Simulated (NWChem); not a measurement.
System: GeCl₂, singlet; SMILES [Cl][Ge][Cl]

The following NWChem deck was run.

```
start job
memory heap 200 mb stack 900 mb global 1100 mb
geometry units angstroms noautoz
  Ge     0.000000     0.000000     0.728494
  Cl    -1.706751     0.000000    -0.681368
  Cl     1.706751     0.000000    -0.681368
end
basis spherical
  * library 3-21g
end
dft
  xc xpbe96 cpbe96
  iterations 150
  mulliken
end
task dft gradient
```

Output (shortened):

```
             Northwest Computational Chemistry Package (NWChem) 7.3.0
             --------------------------------------------------------

 C2V symmetry detected

                             Geometry "geometry" -> ""
                             -------------------------

 Output coordinates in angstroms (scale by  1.889725989 to convert to a.u.)

  No.       Tag          Charge          X              Y              Z
 ---- ---------------- ---------- -------------- -------------- --------------
    1 Ge                  32.0000     0.00000000     0.00000000     0.72629255
    2 Cl                  17.0000    -1.70675100     0.00000000    -0.68356945
    3 Cl                  17.0000     1.70675100     0.00000000    -0.68356945

 Effective nuclear repulsion energy (a.u.)     304.8783213527

      Symmetry information
      --------------------

 Group name             C2v
 Group number             16
 Group order               4
 No. of unique centers     2

  pbe96 is a nonlocal functional; adding pw91lda local functional.

                                 NWChem DFT Module
                                 -----------------

 Summary of "ao basis" -> "ao basis" (spherical)
 ------------------------------------------------------------------------------
       Tag                 Description            Shells   Functions and Types
 ---------------- ------------------------------  ------  ---------------------
 Ge                          3-21g                  10       22   5s4p1d
 Cl                          3-21g                   7       13   4s3p

      Symmetry analysis of basis
      --------------------------

        a1         21
        a2          4
        b1         15
        b2          8

            General Information
            -------------------
          SCF calculation type: DFT
          Wavefunction type:  closed shell.
          No. of atoms     :     3
          No. of electrons :    66
           Alpha electrons :    33
            Beta electrons :    33
          Charge           :     0
          Spin multiplicity:     1
          Use of symmetry is: on ; symmetry adaption is: on
          Maximum number of iterations: 150
          AO basis - number of functions:    48
                     number of shells:    24
          Convergence on energy requested:  1.00D-06
          Convergence on density requested:  1.00D-05
          Convergence on gradient requested:  5.00D-04

              XC Information
              --------------
          PerdewBurkeErnzerhof Exchange Functional  1.000
            Perdew 1991 LDA Correlation Functional  1.000 local
           PerdewBurkeErnz. Correlation Functional  1.000 non-local

             Grid Information
             ----------------
          Grid used for XC integration:  medium
          Radial quadrature: Mura-Knowles
          Angular quadrature: Lebedev.
          Tag              B.-S. Rad. Rad. Pts. Rad. Cut. Ang. Pts.
          ---              ---------- --------- --------- ---------
          Ge                  1.25      112           8.0       590
          Cl                  1.00       88           9.0       590
          Grid pruning is: on
          Number of quadrature shells:   200
          Spatial weights used:  Erf1

      Superposition of Atomic Density Guess
      -------------------------------------

 Sum of atomic energies:       -2979.84914478

      Non-variational initial energy
      ------------------------------

 Total energy =   -2980.099900
 1-e energy   =   -4759.242779
 2-e energy   =    1474.264558
 HOMO         =      -0.286274
 LUMO         =      -0.038519

      Symmetry analysis of molecular orbitals - initial
      -------------------------------------------------

  Numbering of irreducible representations:

     1 a1          2 a2          3 b1          4 b2

  Orbital symmetries:

     1 a1          2 a1          3 b1          4 a1          5 b1
     6 a1          7 b2          8 a1          9 b1         10 b1
    11 a1         12 b1         13 b2         14 a2         15 a1
    16 a1         17 b1         18 a1         19 b2         20 b1
    21 a1         22 a1         23 a2         24 b2         25 a1
    26 b1         27 a1         28 b1         29 a1         30 b2
    31 a2         32 b1         33 a1         34 b2         35 b1
    36 a1         37 a1         38 b1         39 a1         40 b2
    41 b1         42 a1         43 a1

     ---------------------------------------------
      Total Density - Mulliken Population Analysis
     ---------------------------------------------

    Atom       Charge   Shell Charges
 -----------   ------   -------------------------------------------------------
    1 Ge  32    30.69   2.00  2.00  5.99  2.00  5.94  0.94  0.59  0.98  0.26  9.99
    2 Cl  17    17.66   2.00  1.96  5.91  1.14  3.15  0.88  2.61
    3 Cl  17    17.66   2.00  1.96  5.91  1.14  3.15  0.88  2.61

[...]

                         DFT ENERGY GRADIENTS

    atom               coordinates                        gradient
                 x          y          z           x          y          z
   1 Ge      0.000000   0.000000   1.372494    0.000000   0.000000  -0.023764
   2 Cl     -3.225292   0.000000  -1.291759    0.016158   0.000000   0.011882
   3 Cl      3.225292   0.000000  -1.291759   -0.016158   0.000000   0.011882
```

Level: PBE/3-21G. Low-valent species are run as closed-shell singlets; no triplet was tried in these runs. All runs use the structure optimised with PBE-D3(BJ)/def2-SVP.
